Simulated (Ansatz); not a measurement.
Species: sum formula AlN3H6, net charge 0, singlet state. 
Structure (B3LYP-D3(BJ)/def2-TZVP (Ansatz, a quantum-chemistry and plane-wave program) minimum search):
```xyz
10

N     -1.0769    -1.4035     0.1364
Al     0.0000     0.0000     0.0000
N     -0.6731     1.6413     0.0344
N      1.7500    -0.2378    -0.1708
H     -0.7751    -2.3478     0.3127
H     -2.0796    -1.3725     0.0488
H     -1.6126     1.8743     0.3115
H     -0.1714     2.4764    -0.2203
H      2.4436     0.4847    -0.0674
H      2.1951    -1.1152    -0.3853
```

Wanted: vertical ionisation energy (to the doublet state of charge +1; each state is the SCF solution reached for its spin; the molecule has degenerate orbitals, so one determinant may break the symmetry; the UHF <S^2> is 0.89 for the doublet (pure: 0.75); for the doublet the Hartree-Fock reference is unstable and T1 is 0.025), in eV. Cores are frozen in the correlated levels unless marked. UHF or UKS for open shells. No spin-orbit coupling. No relativistic terms.  The program attaches cautions to a run behind CCSD/aug-cc-pV(D+d)Z: other roots. The program attaches cautions to a run behind CCSD(T)/aug-cc-pV(D+d)Z: other roots. The program attaches cautions to a run behind CCSD(T)/aug-cc-pV(T+d)Z: other roots.

| level | program | vertical ionisation energy (eV) |
|---|---|---|
| RI-HF/aug-cc-pV(T+d)Z | Ansatz | 8.07 |
| r2SCAN/def2-TZVPD | Ansatz | 8.54 |
| BHLYP/def2-TZVPD | Ansatz | 9.09 |
| wB97X-V/def2-TZVPD | Ansatz | 9.33 |
| B2PLYP/def2-TZVPD | Ansatz | 9.10 |
| RI-MP2/aug-cc-pV(T+d)Z | Ansatz | 9.71 |
| CCSD/aug-cc-pV(D+d)Z | Ansatz | 9.28 |
| CCSD(T)/aug-cc-pV(D+d)Z | Ansatz | 9.26 |
| CCSD(T)/aug-cc-pV(T+d)Z | Ansatz | 9.41 |
